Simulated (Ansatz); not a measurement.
Born–Oppenheimer molecular dynamics of CH₇NO₂Si (12 atoms, charge 0, multiplicity 1). It starts from a relaxed structure.

Computed with RKS r2SCAN/STO-3G in Ansatz.

```json
{"ensemble": "NVT, Nosé–Hoover chain", "time step": "1 fs", "steps asked": "489", "set temperature": "3000 K", "thermostat": "time constant 1 fs, chain length 1", "seed": "756181"}
```

First frame:

```xyz
12
Properties=species:S:1:pos:R:3
Si -0.086 -0.034 0.010
N 0.062 -0.335 1.765
H -0.888 -0.272 2.212
H 0.582 0.462 2.214
O 1.510 -0.037 -0.589
H 1.951 -0.803 -0.078
C -0.854 1.563 -0.593
H -1.904 1.642 -0.290
H -0.324 2.438 -0.202
H -0.820 1.617 -1.686
O -1.085 -1.280 -0.587
H -0.744 -2.110 -0.099
```

(1) What does the run give?

(2) What happens to the structure?

(3) How do temperature and energy run in time?

## Answers

(1) The run went to its last step.

```json
{
 "steps done": "489",
 "time covered": "489 fs",
 "mean temperature over the second half": "3001 K",
 "spread of the potential energy over the second half": "86.3 meV per atom",
 "mean potential energy of the second half above the start": "324.8 meV per atom"
}
```

The conserved energy wandered by up to 31.8 meV per atom (net 23.1 meV per atom), which is poor conservation. A run of 0.49 ps of so small a system gives no equilibrium averages. Limits of this set-up: minimal basis.

(2) The same pairs are bonded in the first frame and the last. Pairs count as bonded within 1.25 times the sum of covalent radii (0.12 Å more for H–H). The details hang on the random start.

(3) 
```json
{"time (fs)": "0", "T (K)": "3000", "potential energy less start (eV)": "0.000", "conserved less start (meV/atom)": "0.00"}
{"time (fs)": "40", "T (K)": "1882", "potential energy less start (eV)": "4.085", "conserved less start (meV/atom)": "8.74"}
{"time (fs)": "80", "T (K)": "5816", "potential energy less start (eV)": "2.444", "conserved less start (meV/atom)": "0.12"}
{"time (fs)": "120", "T (K)": "2454", "potential energy less start (eV)": "2.194", "conserved less start (meV/atom)": "6.55"}
{"time (fs)": "160", "T (K)": "2689", "potential energy less start (eV)": "2.511", "conserved less start (meV/atom)": "4.99"}
{"time (fs)": "200", "T (K)": "4874", "potential energy less start (eV)": "4.065", "conserved less start (meV/atom)": "6.70"}
{"time (fs)": "240", "T (K)": "2387", "potential energy less start (eV)": "2.844", "conserved less start (meV/atom)": "10.53"}
{"time (fs)": "280", "T (K)": "3822", "potential energy less start (eV)": "4.698", "conserved less start (meV/atom)": "17.50"}
{"time (fs)": "320", "T (K)": "2249", "potential energy less start (eV)": "3.865", "conserved less start (meV/atom)": "10.10"}
{"time (fs)": "360", "T (K)": "3343", "potential energy less start (eV)": "5.030", "conserved less start (meV/atom)": "15.46"}
{"time (fs)": "400", "T (K)": "2505", "potential energy less start (eV)": "2.875", "conserved less start (meV/atom)": "14.94"}
{"time (fs)": "440", "T (K)": "3180", "potential energy less start (eV)": "4.019", "conserved less start (meV/atom)": "12.97"}
{"time (fs)": "480", "T (K)": "2242", "potential energy less start (eV)": "2.410", "conserved less start (meV/atom)": "12.66"}
```

The run took 31 min on 1 thread of Arm Neoverse V2, with other jobs on the host, peak memory 0.11 GiB.
